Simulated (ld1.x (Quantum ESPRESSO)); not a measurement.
Configuration tests for Ir (TM)

Ir (Z = 77), norm-conserving Troullier–Martins (Kleinman–Bylander form), made with ld1.x (Quantum ESPRESSO) 7.5 (PBE, fully relativistic). Core [Kr] 4d10 4f14 5s2, reference 5p6 5d7 6s1 6p0 (charge +1). Waves: 6s (bound): rc 2.40 bohr; 5p (bound): rc 1.80 bohr; 5d (bound): rc 1.35 bohr. Local part: the d channel. Core correction: Bessel-smoothed model core inside 0.95 bohr.

Open shells are filled in proportion to 2j + 1 (rel_dist='average').

Energies are relative to the spin-unpolarised reference configuration 5p6 5d7 6s1 6p0; without spin polarisation the order of configurations can differ from experiment. The d channel is local and has no spin–orbit splitting in the pseudo-atom.

```csv
valence configuration,charge,ΔE all-electron (eV),error AE − PS (meV)
5p6 5d7 6s2 6p0,0,-9.888,-8.3
5p6 5d7 6s0 6p0,+2,17.474,-13
5p6 5d6 6s0 6p0,+3,48.009,+27
5p6 5d5 6s0 6p0,+4,91.563,+56
5p6 5d7 6s1 6p1,0,-4.627,+57
```

**Question.** What are ΔE and the potential's error for 5p5 5d7 6s2 6p0?

**Answer.** ΔE = 51.929 eV all-electron; the error (AE − PS) is -265 meV.

**Question.** What are ΔE and the potential's error for 5p6 5d6 6s2 6p1?

**Answer.** ΔE = -2.789 eV all-electron; the error (AE − PS) is +56 meV.

Levels in the configuration 5p5 5d7 6s2 6p0:

```json
{"level": "5p j=1/2", "all-electron (eV)": "-77.760", "pseudo (eV)": "-78.285"}
{"level": "5p j=3/2", "all-electron (eV)": "-63.840", "pseudo (eV)": "-64.254"}
{"level": "5d j=3/2", "all-electron (eV)": "-19.350", "pseudo (eV)": "-18.593"}
{"level": "5d j=5/2", "all-electron (eV)": "-17.937", "pseudo (eV)": "-18.593"}
{"level": "6s j=1/2", "all-electron (eV)": "-14.875", "pseudo (eV)": "-14.770"}
```

Note: ghost state, extra bound levels that the all-electron valence spectrum of the same l lacks: s at -58.8 eV. A true bound ghost makes a file unfit for plane-wave use. The potential misses its own reference levels by up to 0.8 eV.
